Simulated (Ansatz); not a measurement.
Cd₈H₂₂Se₈. The state is a triplet with charge 0. Geometry r2SCAN-D4/def2-SVP, that of the neutral singlet; atoms count from 1.

```
atom    x (Å)    y (Å)    z (Å)
 Cd1   4.4610  -1.4631   2.7727
 Se2   4.4306  -1.5346  -1.0175
 Se3   2.8568   0.9941   1.2154
 Cd4   1.7740   2.4432  -0.8275
 Cd5   1.7788  -2.4797  -1.6782
 Se6   0.8507   0.0381  -2.2384
 Se7  -0.7618   3.1716  -0.1462
 Cd8  -4.0507   3.6159  -0.3949
 Cd9  -1.7519  -0.3708  -2.9951
Se10  -2.2315   2.4415  -3.4836
Cd11   1.3449  -0.5141   2.9014
Se12   0.5619  -2.3599   0.8041
Se13  -0.6639   1.0840   3.5335
Cd14  -2.2905   1.6730   1.5306
Cd15  -1.9995  -3.0753   0.4396
Se16  -2.4716  -0.5430  -0.3283
 H17   5.2706  -0.5395   3.9188
 H18   4.0079  -2.5328   1.5200
 H19   4.7171  -1.3514  -2.4630
 H20   4.9821  -2.8980  -1.0602
 H21   3.0428   2.1173   2.1486
 H22   2.7391   3.3421  -1.9013
 H23   1.8197  -3.8667  -2.6458
 H24   1.4429   0.1921  -3.5767
 H25  -0.3883   4.1780   0.8615
 H26  -4.1652   5.0888   0.4039
 H27  -4.1299   2.3110  -1.4949
 H28  -2.3935  -1.3492  -4.2168
 H29  -1.4713   2.3327  -4.7548
 H30  -3.4907   2.1558  -4.1891
 H31   2.3158  -1.5720   3.8640
 H32   1.1356  -3.5900   1.3711
 H33  -1.5144   0.1494   4.2903
 H34  -2.2846  -1.9115   3.0409
 H35  -3.9406   2.1922   1.5394
 H36  -2.8972  -4.4830   0.5724
 H37  -2.7037  -2.5293   3.1913
 H38  -3.9314  -0.5569  -0.5072
```

In the def2 sets Cd takes a core potential; there is no spin–orbit coupling. Single mean-field runs in def2-TZVP are fitted with def2-universal-jkfit. In the triplet geometry the species has come apart into loosely held pieces. At PBE0-D4/def2-TZVP a singlet of charge 0 lies 4.51 eV below the triplet at the same geometry.

**Question.** Estimate the Mulliken populations of the heavy atoms from the PBE0/def2-TZVP orbitals of Ansatz.

**Answer.** 
```tsv
atom	charge (e)	spin (α − β)	d electrons
Cd1	0.25	0.09	9.94
Se2	-0.23	0.00	–
Se3	-0.38	0.29	–
Cd4	0.25	0.42	9.96
Cd5	0.49	0.02	9.98
Se6	-0.57	0.01	–
Se7	-0.37	0.30	–
Cd8	0.25	0.08	9.94
Cd9	0.49	0.02	9.98
Se10	-0.23	0.00	–
Cd11	0.52	0.04	9.99
Se12	-0.56	0.00	–
Se13	-0.44	0.02	–
Cd14	0.52	0.08	9.99
Cd15	0.49	0.03	9.97
Se16	-0.56	-0.01	–
```
Mulliken values depend strongly on the basis.

**Question.** Where does the spin sit?

**Answer.** Summed by element: Cd 0.78, Se 0.60, H 0.61, of 2 unpaired in all. Largest on single atoms: Cd4 0.42, H22 0.40, Se7 0.30.

**Question.** And the Mayer bond orders between heavy atoms (over 0.3)?

**Answer.** Se2–Cd5 0.32 (2.89 Å); Se3–Cd4 0.40 (2.73 Å); Se3–Cd11 0.42 (2.72 Å); Cd4–Se7 0.45 (2.72 Å); Cd5–Se6 0.39 (2.74 Å); Cd5–Se12 0.37 (2.77 Å); Se6–Cd9 0.39 (2.74 Å); Se7–Cd14 0.36 (2.72 Å); Cd9–Se10 0.31 (2.89 Å); Cd9–Se16 0.37 (2.77 Å); Cd11–Se13 0.54 (2.64 Å); Se12–Cd15 0.46 (2.68 Å); Se13–Cd14 0.54 (2.65 Å); Cd15–Se16 0.45 (2.69 Å).
